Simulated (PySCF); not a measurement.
F6Ti (SMILES [F][Ti-2]([F])([F])([F])([F])[F]), charge -2, singlet, at a GFN2-xTB geometry (such geometries of metal compounds can be far from the true shape) (in this run its highest filled SCF level lies above zero, so its values depend strongly on the basis, on diffuse functions most of all); DF-SVWN5/cc-pVDZ (PySCF).

Input for PySCF:
```python
from pyscf import gto, scf, dft

mol = gto.Mole()
mol.atom = '''
    Ti   -0.000000    0.000000    0.000000
    F     1.103508   -0.457569   -1.419185
    F    -1.103508    0.457569    1.419185
    F    -1.179883    0.811629   -1.179118
    F    -0.911774   -1.604081   -0.191781
    F     0.911774    1.604081    0.191781
    F     1.179883   -0.811629    1.179118
'''
mol.basis = 'cc-pvdz'
mol.charge = -2
mol.spin = 0
mol.verbose = 4
mol.build()

mf = dft.RKS(mol)
mf.xc = 'lda,vwn'
mf.diis = False
mf.damp = 0.6
mf.diis_start_cycle = 200
mf.max_cycle = 150
mf = mf.density_fit(auxbasis='def2-universal-jkfit')
mf.kernel()
mf.analyze()
```

### Question
What does PySCF print? Leave out banner, timings and long lists.

### Answer

```
PySCF version 2.14.0

[INPUT] verbose = 4
[INPUT] num. atoms = 7
[INPUT] num. electrons = 78
[INPUT] charge = -2
[INPUT] spin (= nelec alpha-beta = 2S) = 0
[INPUT] symmetry False subgroup None
[INPUT] Mole.unit = angstrom
[INPUT] Symbol           X                Y                Z      unit          X                Y                Z       unit  Magmom
[...]
nuclear repulsion = 569.617504099581
number of shells = 37
number of NR pGTOs = 278
number of NR cGTOs = 127
basis = cc-pvdz
ecp = {}

******** <class 'pyscf.df.df_jk.DFRKS'> ********
method = DFRKS
initial guess = minao
damping factor = 0.6
level_shift factor = 0
DIIS disabled
SCF conv_tol = 1e-09
SCF conv_tol_grad = None
SCF max_cycles = 150
direct_scf = False
XC library pyscf.dft.libxc version 7.1.2
    S. Lehtola, C. Steigemann, M. J. T. Oliveira, and M. A. L. Marques,  SoftwareX 7, 1–5 (2018)
XC functionals = lda,vwn
    P. A. M. Dirac,  Math. Proc. Cambridge Philos. Soc. 26, 376 (1930)
    F. Bloch,  Z. Phys. 57, 545 (1929)
    S. H. Vosko, L. Wilk, and M. Nusair,  Can. J. Phys. 58, 1200 (1980)
radial grids:
    Treutler-Ahlrichs [JCP 102, 346 (1995); DOI:10.1063/1.469408] (M4) radial grids

becke partition: Becke, JCP 88, 2547 (1988); DOI:10.1063/1.454033
pruning grids: <function nwchem_prune>
grids dens level: 3
symmetrized grids: False
atomic radii adjust function: <function treutler_atomic_radii_adjust>
small_rho_cutoff = 0
Set gradient conv threshold to 3.16228e-05
Initial guess from minao.
tot grids = 106480
init E= -1442.93523955805
[...]
cycle= 1 E= -1442.70955391904  delta_E= 0.226  |g|= 1.57  |ddm|= 11.1
[...]
cycle= 2 E= -1442.89663211543  delta_E= -0.187  |g|= 1.13  |ddm|= 4.91
[...]
cycle= 3 E= -1442.99884521095  delta_E= -0.102  |g|= 0.774  |ddm|= 2.14
[...]
cycle= 4 E= -1443.0649326067  delta_E= -0.0661  |g|= 0.66  |ddm|= 4.24
[...]
cycle= 5 E= -1443.09178013321  delta_E= -0.0268  |g|= 0.483  |ddm|= 1.84
[...]
cycle= 6 E= -1443.10866389306  delta_E= -0.0169  |g|= 0.442  |ddm|= 2.56
[...]
cycle= 7 E= -1443.11937250467  delta_E= -0.0107  |g|= 0.348  |ddm|= 1.66
[...]
cycle= 8 E= -1443.1265791751  delta_E= -0.00721  |g|= 0.319  |ddm|= 1.73
[...]
cycle= 9 E= -1443.13185751431  delta_E= -0.00528  |g|= 0.261  |ddm|= 1.34
[...]
cycle= 10 E= -1443.13555420857  delta_E= -0.0037  |g|= 0.237  |ddm|= 1.26
[...]
cycle= 11 E= -1443.13839251349  delta_E= -0.00284  |g|= 0.198  |ddm|= 1.04
[...]
cycle= 12 E= -1443.14043213122  delta_E= -0.00204  |g|= 0.178  |ddm|= 0.937
[...]
cycle= 13 E= -1443.14202129691  delta_E= -0.00159  |g|= 0.151  |ddm|= 0.796
[...]
cycle= 14 E= -1443.14318379453  delta_E= -0.00116  |g|= 0.135  |ddm|= 0.709
[...]
cycle= 15 E= -1443.14409242346  delta_E= -0.000909  |g|= 0.116  |ddm|= 0.61
[...]
cycle= 16 E= -1443.14476560895  delta_E= -0.000673  |g|= 0.103  |ddm|= 0.54
[...]
cycle= 17 E= -1443.14529126863  delta_E= -0.000526  |g|= 0.0886  |ddm|= 0.467
[...]
cycle= 18 E= -1443.1456843225  delta_E= -0.000393  |g|= 0.0787  |ddm|= 0.413
[...]
cycle= 19 E= -1443.14599052791  delta_E= -0.000306  |g|= 0.068  |ddm|= 0.358
[...]
cycle= 20 E= -1443.14622102978  delta_E= -0.000231  |g|= 0.0602  |ddm|= 0.316
[...]
cycle= 21 E= -1443.14640014086  delta_E= -0.000179  |g|= 0.0522  |ddm|= 0.275
[...]
cycle= 22 E= -1443.14653563464  delta_E= -0.000135  |g|= 0.0461  |ddm|= 0.242
[...]
cycle= 23 E= -1443.1466406705  delta_E= -0.000105  |g|= 0.0401  |ddm|= 0.211
[...]
cycle= 24 E= -1443.14672041632  delta_E= -7.97e-05  |g|= 0.0354  |ddm|= 0.185
[...]
cycle= 25 E= -1443.14678211011  delta_E= -6.17e-05  |g|= 0.0308  |ddm|= 0.162
[...]
cycle= 26 E= -1443.14682907547  delta_E= -4.7e-05  |g|= 0.0271  |ddm|= 0.142
[...]
cycle= 27 E= -1443.1468653482  delta_E= -3.63e-05  |g|= 0.0236  |ddm|= 0.124
[...]
cycle= 28 E= -1443.14689301669  delta_E= -2.77e-05  |g|= 0.0208  |ddm|= 0.109
[...]
cycle= 29 E= -1443.14691435688  delta_E= -2.13e-05  |g|= 0.0182  |ddm|= 0.0954
[...]
cycle= 30 E= -1443.14693065938  delta_E= -1.63e-05  |g|= 0.0159  |ddm|= 0.0837
[...]
[...]
[...]
cycle= 46 E= -1443.14698381061  delta_E= -2.37e-07  |g|= 0.00192  |ddm|= 0.0101
[...]
cycle= 47 E= -1443.14698399244  delta_E= -1.82e-07  |g|= 0.00168  |ddm|= 0.00882
[...]
cycle= 48 E= -1443.14698413194  delta_E= -1.4e-07  |g|= 0.00147  |ddm|= 0.00773
[...]
cycle= 49 E= -1443.14698423906  delta_E= -1.07e-07  |g|= 0.00129  |ddm|= 0.00677
[...]
cycle= 50 E= -1443.14698432123  delta_E= -8.22e-08  |g|= 0.00113  |ddm|= 0.00593
[...]
cycle= 51 E= -1443.14698438433  delta_E= -6.31e-08  |g|= 0.00099  |ddm|= 0.0052
[...]
cycle= 52 E= -1443.14698443275  delta_E= -4.84e-08  |g|= 0.000867  |ddm|= 0.00455
[...]
cycle= 53 E= -1443.14698446991  delta_E= -3.72e-08  |g|= 0.00076  |ddm|= 0.00399
[...]
cycle= 54 E= -1443.14698449843  delta_E= -2.85e-08  |g|= 0.000666  |ddm|= 0.0035
[...]
cycle= 55 E= -1443.14698452034  delta_E= -2.19e-08  |g|= 0.000583  |ddm|= 0.00306
[...]
cycle= 56 E= -1443.14698453715  delta_E= -1.68e-08  |g|= 0.000511  |ddm|= 0.00268
[...]
cycle= 57 E= -1443.14698455005  delta_E= -1.29e-08  |g|= 0.000448  |ddm|= 0.00235
[...]
cycle= 58 E= -1443.14698455994  delta_E= -9.89e-09  |g|= 0.000392  |ddm|= 0.00206
[...]
cycle= 59 E= -1443.14698456754  delta_E= -7.6e-09  |g|= 0.000344  |ddm|= 0.0018
[...]
cycle= 60 E= -1443.14698457337  delta_E= -5.83e-09  |g|= 0.000301  |ddm|= 0.00158
[...]
cycle= 61 E= -1443.14698457785  delta_E= -4.48e-09  |g|= 0.000264  |ddm|= 0.00138
[...]
cycle= 62 E= -1443.14698458129  delta_E= -3.44e-09  |g|= 0.000231  |ddm|= 0.00121
[...]
cycle= 63 E= -1443.14698458391  delta_E= -2.62e-09  |g|= 0.000202  |ddm|= 0.00106
[...]
cycle= 64 E= -1443.14698458594  delta_E= -2.03e-09  |g|= 0.000177  |ddm|= 0.000931
[...]
cycle= 65 E= -1443.14698458751  delta_E= -1.57e-09  |g|= 0.000155  |ddm|= 0.000816
[...]
cycle= 66 E= -1443.14698458869  delta_E= -1.18e-09  |g|= 0.000136  |ddm|= 0.000715
[...]
cycle= 67 E= -1443.1469845896  delta_E= -9.1e-10  |g|= 0.000119  |ddm|= 0.000626
[...]
cycle= 68 E= -1443.1469845903  delta_E= -6.94e-10  |g|= 0.000104  |ddm|= 0.000549
[...]
cycle= 69 E= -1443.14698459085  delta_E= -5.5e-10  |g|= 9.15e-05  |ddm|= 0.000481
[...]
cycle= 70 E= -1443.14698459126  delta_E= -4.07e-10  |g|= 8.02e-05  |ddm|= 0.000421
[...]
cycle= 71 E= -1443.14698459158  delta_E= -3.19e-10  |g|= 7.02e-05  |ddm|= 0.000369
[...]
cycle= 72 E= -1443.14698459183  delta_E= -2.57e-10  |g|= 6.15e-05  |ddm|= 0.000323
[...]
cycle= 73 E= -1443.14698459201  delta_E= -1.76e-10  |g|= 5.39e-05  |ddm|= 0.000283
[...]
cycle= 74 E= -1443.14698459216  delta_E= -1.47e-10  |g|= 4.72e-05  |ddm|= 0.000248
[...]
cycle= 75 E= -1443.14698459226  delta_E= -1.02e-10  |g|= 4.14e-05  |ddm|= 0.000217
[...]
cycle= 76 E= -1443.14698459234  delta_E= -8.55e-11  |g|= 3.63e-05  |ddm|= 0.00019
[...]
cycle= 77 E= -1443.14698459242  delta_E= -7.78e-11  |g|= 3.18e-05  |ddm|= 0.000167
[...]
cycle= 78 E= -1443.14698459246  delta_E= -4.23e-11  |g|= 2.78e-05  |ddm|= 0.000146
[...]
Extra cycle  E= -1443.14698459039  delta_E= 2.07e-09  |g|= 0.000103  |ddm|= 0.00032
converged SCF energy = -1443.14698459039
**** SCF Summaries ****
Total Energy =                       -1443.146984590393004
Nuclear Repulsion Energy =             569.617504099581424
One-electron Energy =                -3169.954445584352470
Two-electron Energy =                 1157.189956894377929
Two-electron Coulomb Energy =         1256.718732693948141
DFT Exchange-Correlation Energy =      -99.528775799570212
HOMO-LUMO gap [eV] =                     5.011590811249867
**** MO energy ****
[...]
 ** Mulliken pop on meta-lowdin orthogonal AOs  **
 ** Mulliken pop  **
 ** Mulliken atomic charges  **
charge of    0Ti =      1.10650
charge of    1F =     -0.51775
charge of    2F =     -0.51775
charge of    3F =     -0.51775
charge of    4F =     -0.51775
charge of    5F =     -0.51775
charge of    6F =     -0.51775

WARN: System has nonzero charge -2; the dipole moment is origin-dependent.
Location of origin: [0. 0. 0.]

Dipole moment(X, Y, Z, Debye):  0.00000,  0.00000, -0.00000
```
